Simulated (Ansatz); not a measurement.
Input file for GeH4NO (`[NH][GeH2][OH]`) radical:

```yaml
crystal:
  periodic: [false, false, false]
  atoms:
    - {symbol: N, position_ang: [-1.180001, -0.629604, -0.704335]}
    - {symbol: Ge, position_ang: [0.091826, 0.357854, 0.227285]}
    - {symbol: O, position_ang: [1.488064, -0.708494, 0.454167]}
    - {symbol: H, position_ang: [-2.073683, -0.127326, -0.724697]}
    - {symbol: H, position_ang: [0.468549, 1.575305, -0.644215]}
    - {symbol: H, position_ang: [-0.348330, 0.758218, 1.642881]}
    - {symbol: H, position_ang: [1.614777, -1.293953, -0.296687]}
basis:
  gaussian: {orbitals: def2-SVP}
magnetization: {spin_polarized: true, initial_magnetization: 1}
correlation: {method: ccsd_t}
scf: {omitted_lower_state_checks: [cluster_reference]}
```

```sh
$ ansatz run in.yaml --threads 4 --pin off --events-out ev --progress --plain
```

Output of Ansatz, abridged:

```
Functional definition: HF
794 factors; integrals over basis functions are off by at most 1.2e-3 eV
mean field evaluation 1: about -60040.5632 eV, gradient 2.8e1 eV
mean field evaluation 2: about -60040.5949 eV, gradient 2.8e1 eV
mean field evaluation 4: about -60044.9075 eV, gradient 2.9e0 eV
mean field evaluation 8: about -60045.0363 eV, gradient 2.3e-1 eV
mean field evaluation 16: about -60044.2103 eV, gradient 6.2e0 eV
mean field -60045.03773819 eV, -2206.6144368902 hartree, gradient 2.8e-6 eV, S^2 0.759109; 3 other end points of the search recorded, 0 dependent functions left out
11 core orbitals not correlated: weight in the atoms' cores, before any rotation towards them, 1.000 or more for the frozen orbitals, at most 0.000 for the correlated occupied ones
reference -60045.03773819 eV, -2206.6144368902 hartree; 15, 14 occupied and 54, 55 virtual orbitals, 794 factors
second order -15.06569135 eV of doubles, -0.00000000 eV of singles
cycle   1  -15.18347412 eV  change   -1.2e-1 eV  update   9.1e-2
cycle   2  -15.62434936 eV  change   -4.4e-1 eV  update   2.8e-2
cycle   3  -15.72263242 eV  change   -9.8e-2 eV  update   1.5e-2
cycle   4  -15.71816287 eV  change    4.5e-3 eV  update   5.0e-3
cycle   5  -15.71901027 eV  change   -8.5e-4 eV  update   2.7e-3
cycle   6  -15.71953613 eV  change   -5.3e-4 eV  update   1.2e-3
cycle   7  -15.71955121 eV  change   -1.5e-5 eV  update   4.6e-4
cycle   8  -15.71971001 eV  change   -1.6e-4 eV  update   2.4e-4
cycle   9  -15.71971616 eV  change   -6.2e-6 eV  update   1.1e-4
cycle  10  -15.71966342 eV  change    5.3e-5 eV  update   5.8e-5
cycle  11  -15.71968614 eV  change   -2.3e-5 eV  update   3.4e-5
perturbative correction -0.38142216 eV, -0.0140170057 hartree
Total energy: -60061.13884649 eV, -2207.2061417065 hartree
Checks for a lower state left out: cluster_reference
```

Hardware: 4 threads of a server CPU on a shared host. Wall time 4.1 s, peak host memory 0.49 GiB.

Correlation energy per correlated electron: -0.555 eV. T1 diagnostic: 0.0124.
